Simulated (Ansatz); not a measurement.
Molecule: sum formula TaO2Cl, net charge 0, singlet state. 
Coordinates optimised at B3LYP-D3(BJ)/def2-TZVP (Ansatz, a quantum-chemistry and plane-wave program):
```
Ta
O 1 1.7367
O 1 1.7367 2 106.71
Cl 1 2.3301 2 110.37 3 -119.93
```
Charge 0, spin multiplicity 1.

Basis-set convergence of Hartree-Fock and MP2 correlation energies (hartree) with Ansatz. Correlated levels leave the core frozen unless marked. No spin-orbit coupling. The frozen core is the preceding noble-gas configuration, with the filled d and f shells of earlier blocks. In def2 rows, elements after Kr have scalar-relativistic effective core potentials.

The T1 diagnostic of CCSD in the largest basis is 0.027, which is high, so the coupled-cluster rows are less sure than usual.

```csv
basis,functions,E(HF),"E(corr, MP2)"
def2-SVPD,108,-665.45183,-0.73282
def2-TZVPPD,190,(withheld),(withheld)
```

Problem. Some entries are withheld; supply them.

Solution. 
- def2-TZVPPD, E(HF): -665.81002
- def2-TZVPPD, E(corr, MP2): -0.87585
